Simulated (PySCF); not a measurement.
# What a mistake does to a calculation on C2H7OSi

All numbers below are calculated, not measured. The program is PySCF 2.14.0, an open-source quantum chemistry code, run on an isolated molecule that a program drew, which may never have been made. The molecule is C2H7OSi (charge 0, doublet), drawn as the SMILES string `O[CH]C[SiH3]`.

Each row is a Hartree-Fock (HF) and frozen-core CCSD(T) single point in the cc-pV(D+d)Z basis, meant for a local HF minimum. Run 1 is clean. Each other run has one planted mistake out of seven kinds, and not every kind appears here: one electron removed, one electron added, multiplicity raised by two, geometry at a saddle point, minimal basis STO-3G, one bond length entered in bohr, all coordinates scaled. The reference is restricted for singlets and unrestricted otherwise, and also for a bond in bohr. Adding or removing an electron swaps singlet and doublet. Electrons count all cores. HOMO and LUMO are orbital energies over both spins, the gradient is its largest component, and the lowest frequency (negative if imaginary) is given only where the gradient is small. Bond lengths are over the 10 bonds as drawn. T1 is the CCSD diagnostic: over 0.02 (restricted) or 0.045 (unrestricted) a single reference is doubtful.

Geometry of the clean run:
```xyz
11
C2H7OSi, angstrom
O    -0.0571   -0.5743   -1.1561
C     0.9967    0.1369   -0.6573
C     0.7066    1.3813    0.1310
Si   -0.3548    1.0889    1.6836
H    -0.7048    0.0159   -1.5140
H     1.7786   -0.5281   -0.3088
H     0.1986    2.1269   -0.4951
H     1.6512    1.8380    0.4401
H    -0.4118    2.3318    2.4918
H     0.2336    0.0057    2.5054
H    -1.7381    0.7120    1.3094
```

| run | electrons | basis functions | <S^2> | HOMO (eV) | LUMO (eV) | gradient (hartree/bohr) | lowest frequency (cm^-1) | mean bond (Å) | longest bond (Å) | T1 | HF (hartree) | CCSD(T) (hartree) | mistake |
|---|---|---|---|---|---|---|---|---|---|---|---|---|---|
| 1 | 41 | 100 | 0.760 | -8.60 | 4.05 | 1.7e-05 | 95 | 1.3440 | 1.903 | 0.0143 | -443.56833 | -444.19031 | no fault |
| 2 | 41 | 31 | 0.759 | -6.58 | 8.77 | 6.6e-02 | - | 1.3440 | 1.903 | 0.0123 | -438.27831 | -438.50422 | minimal basis STO-3G |
| 3 | 42 | 100 | 0.000 | 1.14 | 8.80 | 7.9e-02 | - | 1.3440 | 1.903 | 0.0213 | -443.46032 | -444.12128 | ? |
| 4 | 41 | 100 | 0.759 | -8.17 | 4.27 | 6.6e-02 | - | 1.2835 | 1.818 | 0.0133 | -443.54513 | -444.15957 | ? |

**Which mistake was planted in run 3, and what did it cost?**

It counts 42 electrons, one more than the clean run, at the same geometry and basis. So the mistake is: one electron added. Subtracting run 1 and multiplying by 627.51 kcal/mol a hartree, the energy moved by 67.8 kcal/mol in HF and 43.3 kcal/mol in CCSD(T).

**Which mistake was planted in run 4, and what did it cost?**

The mean and the longest bond both change by the same factor, 0.955, and the gradient is no longer small. So the mistake is: all coordinates scaled. Subtracting run 1 and multiplying by 627.51 kcal/mol a hartree, the energy moved by 14.6 kcal/mol in HF and 19.3 kcal/mol in CCSD(T).

Cautions from the logs. Run 3: T1 is over the limit, so its CCSD(T) energy is less reliable and the HOMO is above zero, so the electron isn't bound and the energy depends on the basis.
